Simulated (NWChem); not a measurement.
System: ZnSH cation; SMILES [SH][Zn+]

NWChem input:

```
start job
memory heap 200 mb stack 900 mb global 1100 mb
charge 1
geometry units angstroms noautoz
  Zn     0.006657     0.765466     0.000000
  S     -0.072202    -1.393787     0.000000
  H      1.283916    -1.492407     0.000000
end
basis spherical
  Zn library def2-svp
  S library def2-svp
  H library def2-svp
end
dft
  xc becke97-2
  iterations 150
  mulliken
end
task dft energy
```

Output (shortened):

```
             Northwest Computational Chemistry Package (NWChem) 7.3.0
             --------------------------------------------------------

 CS  symmetry detected

                             Geometry "geometry" -> ""
                             -------------------------

 Output coordinates in angstroms (scale by  1.889725989 to convert to a.u.)

  No.       Tag          Charge          X              Y              Z
 ---- ---------------- ---------- -------------- -------------- --------------
    1 Zn                  30.0000    -0.01309878     0.78299521     0.00000000
    2 S                   16.0000    -0.05674014    -1.37725655     0.00000000
    3 H                    1.0000     1.30080560    -1.45375160     0.00000000

 Effective nuclear repulsion energy (a.u.)     129.9040114015

      Symmetry information
      --------------------

 Group name             Cs
 Group number              2
 Group order               2
 No. of unique centers     3

                                 NWChem DFT Module
                                 -----------------

 Summary of "ao basis" -> "ao basis" (spherical)
 ------------------------------------------------------------------------------
       Tag                 Description            Shells   Functions and Types
 ---------------- ------------------------------  ------  ---------------------
 Zn                         def2-svp                11       31   5s3p2d1f
 S                          def2-svp                 8       18   4s3p1d
 H                          def2-svp                 3        5   2s1p

      Symmetry analysis of basis
      --------------------------

        a'         38
        a"         16

            General Information
            -------------------
          SCF calculation type: DFT
          Wavefunction type:  closed shell.
          No. of atoms     :     3
          No. of electrons :    46
           Alpha electrons :    23
            Beta electrons :    23
          Charge           :     1
          Spin multiplicity:     1
          Use of symmetry is: on ; symmetry adaption is: on
          Maximum number of iterations: 150
          AO basis - number of functions:    54
                     number of shells:    22
          Convergence on energy requested:  1.00D-06
          Convergence on density requested:  1.00D-05
          Convergence on gradient requested:  5.00D-04

              XC Information
              --------------
                   Becke 97-2 Method XC Functional
                     Hartree-Fock (Exact) Exchange  0.210
                 Becke 1997-2  Exchange Functional  1.000
                Becke 1997-2 Correlation Potential  1.000

             Grid Information
             ----------------
          Grid used for XC integration:  medium
          Radial quadrature: Mura-Knowles
          Angular quadrature: Lebedev.
          Tag              B.-S. Rad. Rad. Pts. Rad. Cut. Ang. Pts.
          ---              ---------- --------- --------- ---------
          Zn                  1.35      112           9.0       590
          S                   1.00       88           9.0       590
          H                   0.35       45          10.0       434
          Grid pruning is: on
          Number of quadrature shells:   245
          Spatial weights used:  Erf1

      Superposition of Atomic Density Guess
      -------------------------------------

 Sum of atomic energies:       -2175.40807738

 Renormalizing density from      47.00 to     46

      Non-variational initial energy
      ------------------------------

 Total energy =   -2147.229744
 1-e energy   =   -3223.040330
 2-e energy   =     945.906575
 HOMO         =      -0.653780
 LUMO         =      -0.475575

      Symmetry analysis of molecular orbitals - initial
      -------------------------------------------------

  Numbering of irreducible representations:

     1 a'          2 a"

  Orbital symmetries:

     1 a'          2 a'          3 a'          4 a'          5 a'
     6 a"          7 a'          8 a'          9 a'         10 a"
    11 a'         12 a'         13 a'         14 a"         15 a'
    16 a'         17 a"         18 a'         19 a"         20 a'
    21 a'         22 a'         23 a"         24 a'         25 a'
    26 a"         27 a'         28 a'         29 a'         30 a'
    31 a'         32 a'         33 a"

     ---------------------------------------------
      Total Density - Mulliken Population Analysis
     ---------------------------------------------

    Atom       Charge   Shell Charges
 -----------   ------   -------------------------------------------------------
    1 Zn  30    28.93   2.00  2.00  2.01  0.75  0.00  6.00  6.02  0.14  8.73  1.28  0.00
    2 S   16    16.41   2.00  2.00  1.37  0.49  5.96  2.05  2.51  0.03
    3 H    1     0.66   0.52  0.12  0.03

   convergence    iter        energy       DeltaE   RMS-Dens  Diis-err
 ---------------- ----- ----------------- --------- --------- ---------
 d= 0,ls=0.0,diis     1  -2177.6829184655 -2.31D+03  3.56D-02  4.32D+00
 d= 0,ls=0.0,diis     2  -2177.3596772008  3.23D-01  2.03D-02  1.10D+01
 d= 0,ls=0.0,diis     3  -2177.9788455401 -6.19D-01  6.64D-03  2.37D-02
 d= 0,ls=0.0,diis     4  -2177.9784541136  3.91D-04  3.76D-03  2.30D-02
 d= 0,ls=0.0,diis     5  -2177.9825486939 -4.09D-03  3.49D-04  1.10D-04
  Resetting Diis
 d= 0,ls=0.0,diis     6  -2177.9825721425 -2.34D-05  6.72D-05  1.25D-05
 d= 0,ls=0.0,diis     7  -2177.9825745237 -2.38D-06  1.27D-05  1.72D-07
 d= 0,ls=0.0,diis     8  -2177.9825745241 -3.81D-10  1.23D-05  1.15D-07
 d= 0,ls=0.0,diis     9  -2177.9825745392 -1.51D-08  3.78D-06  3.40D-08

         Total DFT energy =    -2177.982574539179
      One electron energy =    -3279.906220661619
           Coulomb energy =     1069.534060121845
    Exchange-Corr. energy =      -97.514425400879
 Nuclear repulsion energy =      129.904011401475

 Numeric. integr. density =       45.999999124809

                  Occupations of the irreducible representations
                  ----------------------------------------------

                     irrep           alpha         beta
                     --------     --------     --------
                     a'               17.0         17.0
                     a"                6.0          6.0

                       DFT Final Molecular Orbital Analysis
                       ------------------------------------

 Vector   21  Occ=2.000000D+00  E=-6.142034D-01  Symmetry=a'
              MO Center=  1.8D-01, -1.1D+00,  7.5D-15, r^2= 1.8D+00
   Bfn.  Coefficient  Atom+Function         Bfn.  Coefficient  Atom+Function
  ----- ------------  ---------------      ----- ------------  ---------------
    50      0.363885  3 H  s                 39      0.336789  2 S  px
    42      0.323797  2 S  px                 4     -0.285747  1 Zn s
    36      0.191762  2 S  px                34     -0.173937  2 S  s
    35     -0.142829  2 S  s                  3      0.137725  1 Zn s
    40     -0.135680  2 S  py                33      0.120900  2 S  s

 Vector   22  Occ=2.000000D+00  E=-5.481672D-01  Symmetry=a'
              MO Center= -1.5D-02, -8.5D-01,  3.5D-16, r^2= 2.5D+00
   Bfn.  Coefficient  Atom+Function         Bfn.  Coefficient  Atom+Function
  ----- ------------  ---------------      ----- ------------  ---------------
     4      0.601116  1 Zn s                 43      0.334699  2 S  py
    40      0.320623  2 S  py                 3     -0.280845  1 Zn s
    34     -0.261605  2 S  s                 35     -0.228800  2 S  s
    37      0.180034  2 S  py                42      0.171126  2 S  px
    33      0.168560  2 S  s                 39      0.154126  2 S  px

 Vector   23  Occ=2.000000D+00  E=-4.716155D-01  Symmetry=a"
              MO Center= -3.1D-02, -1.2D+00, -7.1D-15, r^2= 1.6D+00
   Bfn.  Coefficient  Atom+Function         Bfn.  Coefficient  Atom+Function
  ----- ------------  ---------------      ----- ------------  ---------------
    44      0.621590  2 S  pz                41      0.461228  2 S  pz
    38      0.257379  2 S  pz                14      0.163392  1 Zn pz
    16      0.084296  1 Zn d -1              11     -0.060099  1 Zn pz
    46      0.029220  2 S  d -1

 Vector   24  Occ=0.000000D+00  E=-3.696531D-01  Symmetry=a'
              MO Center= -1.3D-02,  7.1D-01,  1.3D-15, r^2= 3.4D+00
   Bfn.  Coefficient  Atom+Function         Bfn.  Coefficient  Atom+Function
  ----- ------------  ---------------      ----- ------------  ---------------
     4      0.752449  1 Zn s                 43     -0.374502  2 S  py
    13      0.365456  1 Zn py                 3     -0.301263  1 Zn s
    40     -0.273296  2 S  py                 5      0.176381  1 Zn s
    37     -0.151068  2 S  py                10     -0.141854  1 Zn py
    19     -0.073887  1 Zn d  2              35     -0.069461  2 S  s

 Vector   25  Occ=0.000000D+00  E=-2.086292D-01  Symmetry=a'
              MO Center=  8.7D-03,  6.2D-01, -5.4D-16, r^2= 2.6D+00
   Bfn.  Coefficient  Atom+Function         Bfn.  Coefficient  Atom+Function
  ----- ------------  ---------------      ----- ------------  ---------------
    12      1.004512  1 Zn px                 9     -0.269023  1 Zn px
    50     -0.191242  3 H  s                 51     -0.143514  3 H  s
    34      0.091311  2 S  s                  4      0.087874  1 Zn s
    35      0.087794  2 S  s                  6      0.085976  1 Zn px
    45      0.076225  2 S  d -2              43     -0.073211  2 S  py

 Vector   26  Occ=0.000000D+00  E=-1.925893D-01  Symmetry=a"
              MO Center= -1.4D-02,  6.4D-01,  9.7D-15, r^2= 2.6D+00
   Bfn.  Coefficient  Atom+Function         Bfn.  Coefficient  Atom+Function
  ----- ------------  ---------------      ----- ------------  ---------------
    14      1.031946  1 Zn pz                11     -0.271274  1 Zn pz
    44     -0.245709  2 S  pz                41     -0.158218  2 S  pz
     8      0.086599  1 Zn pz                38     -0.082066  2 S  pz
    46      0.063586  2 S  d -1

     ---------------------------------------------
      Total Density - Mulliken Population Analysis
     ---------------------------------------------

    Atom       Charge   Shell Charges
 -----------   ------   -------------------------------------------------------
    1 Zn  30    29.11   2.00  2.00  2.00  0.93 -0.04  6.00  6.00  0.25  8.07  1.91  0.00
    2 S   16    16.04   2.00  1.99  1.30  0.58  5.93  1.77  2.42  0.04
    3 H    1     0.85   0.69  0.12  0.03

     -------------------------------------------
      Total Density - Lowdin Population Analysis
     -------------------------------------------

    Atom       Charge   Shell Charges
 -----------   ------   -------------------------------------------------------
    1 Zn  30    29.10   2.00  2.00  1.95  0.70  0.18  5.99  5.90  0.38  7.85  2.14  0.00
    2 S   16    15.93   2.00  1.96  1.03  0.70  5.81  1.83  2.55  0.05
    3 H    1     0.97   0.60  0.29  0.08

     Multipole analysis of the density
     ---------------------------------

     L   x y z        total         alpha         beta         nuclear
     -   - - -        -----         -----         ----         -------
     0   0 0 0      1.000000    -23.000000    -23.000000     47.000000

     1   1 0 0      0.394405      0.197203      0.197203      0.000000
     1   0 1 0      1.687876      0.843938      0.843938     -0.000000
     1   0 0 1      0.000000      0.000000      0.000000      0.000000

     2   2 0 0    -15.553775    -10.899343    -10.899343      6.244912
     2   1 1 0     -1.626069      0.880373      0.880373     -3.386815
     2   1 0 1     -0.000000     -0.000000     -0.000000      0.000000
     2   0 2 0    -10.764781    -96.186001    -96.186001    181.607221
     2   0 1 1     -0.000000     -0.000000     -0.000000      0.000000
     2   0 0 2    -18.412971     -9.206485     -9.206485      0.000000
```

Level: B97-2/def2-SVP. Coordinates come from a PBE0/def2-SVP optimisation.
